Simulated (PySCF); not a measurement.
# Polarisability and C₆ of H⁻ (hydrogen, charge -1)

1s2, closed-shell 1S. All numbers are calculated (PySCF 2.14, the spin-free X2C one-electron Hamiltonian (Gaussian nucleus), in dyall-acv3z (10s3p2d, 29 functions)). Coupled (time-dependent) response in atomic units; α is the mean over directions.

```csv
method,mean α (bohr³),C₆ (like pair),S(−4)
UHF,34.02,214.1,562.0
LC-wPBE,37.78,248.0,708.7
wB97X-V,36.32,236.0,642.7
```

S(−4) is the Cauchy moment in α(ω) = α(0) + S(−4) ω² + …

α(iu) at LC-wPBE:

```csv
u (hartree),α(iu) (bohr³)
0,37.78
0.0500,36.09
0.100,31.82
0.200,21.61
0.300,14.11
0.500,6.721
0.750,3.348
1.00,1.978
1.50,0.9201
2.00,0.5302
3.00,0.2425
5.00,0.08984
```

For an ion, C₆ is the dispersion term alone; charge-induced terms of lower order in 1/R come first.
